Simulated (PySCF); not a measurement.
SMILES [SiH3]/C1=C/CC/C=C\CC1, C$_{8}$H$_{14}$Si

Geometry:
| atom | x (Å) | y (Å) | z (Å) |
| --- | --- | --- | --- |
| Si1 | 2.744 | -0.690 | 0.875 |
| C2 | 1.077 | -0.529 | 0.035 |
| C3 | 0.159 | -1.489 | 0.257 |
| C4 | -1.249 | -1.643 | -0.239 |
| C5 | -1.963 | -0.416 | -0.811 |
| C6 | -2.080 | 0.722 | 0.166 |
| C7 | -1.169 | 1.654 | 0.473 |
| C8 | 0.217 | 1.866 | -0.058 |
| C9 | 0.883 | 0.712 | -0.812 |
| H10 | 3.845 | -0.758 | -0.139 |
| H11 | 2.787 | -1.916 | 1.730 |
| H12 | 3.027 | 0.509 | 1.729 |
| H13 | 0.467 | -2.324 | 0.902 |
| H14 | -1.259 | -2.454 | -0.992 |
| H15 | -1.846 | -2.039 | 0.602 |
| H16 | -1.481 | -0.093 | -1.743 |
| H17 | -2.977 | -0.731 | -1.103 |
| H18 | -3.027 | 0.771 | 0.716 |
| H19 | -1.469 | 2.392 | 1.227 |
| H20 | 0.861 | 2.143 | 0.796 |
| H21 | 0.213 | 2.763 | -0.706 |
| H22 | 1.870 | 1.071 | -1.152 |
| H23 | 0.335 | 0.482 | -1.734 |

The calculation used PySCF, TDDFT CAM-B3LYP/def2-SVPD circular dichroism and optical rotation, one conformer, gas phase. Geometry: PBE0-D3(BJ)/def2-SVP.

No stereocentre is labelled: unless the shape is locked (an allene, a helicene, a hindered biaryl), the mirror image is equally populated and a measured rotation or CD is zero.

(1) Draw the ECD and absorption spectra from the lowest 12 states, each a Gaussian of half-width 0.3 eV at 1/e height.

Results:

(1) 
| E (eV) | λ (nm) | Δε (L mol⁻¹ cm⁻¹) | ε (L mol⁻¹ cm⁻¹) |
| --- | --- | --- | --- |
| 5.98 | 207 | -1.14 | 286 |
| 6.08 | 204 | -3.16 | 811 |
| 6.18 | 201 | -6.96 | 1850 |
| 6.28 | 198 | -12.04 | 3440 |
| 6.38 | 194 | -16.06 | 5260 |
| 6.48 | 191 | -15.68 | 6790 |
| 6.58 | 189 | -8.93 | 7920 |
| 6.68 | 186 | +3.30 | 9360 |
| 6.78 | 183 | +18.58 | 12300 |
| 6.88 | 180 | +34.57 | 17300 |
| 6.98 | 178 | +48.57 | 23100 |
| 7.08 | 175 | +56.47 | 27100 |
| 7.18 | 173 | +54.64 | 27000 |
| 7.28 | 170 | +43.57 | 22800 |
| 7.38 | 168 | +28.32 | 17100 |
| 7.48 | 166 | +14.58 | 12400 |
| 7.58 | 164 | +5.03 | 9520 |

Δε uses R in velocity form, ε uses f in length form. Only the states computed contribute, so the short-wavelength end is incomplete.
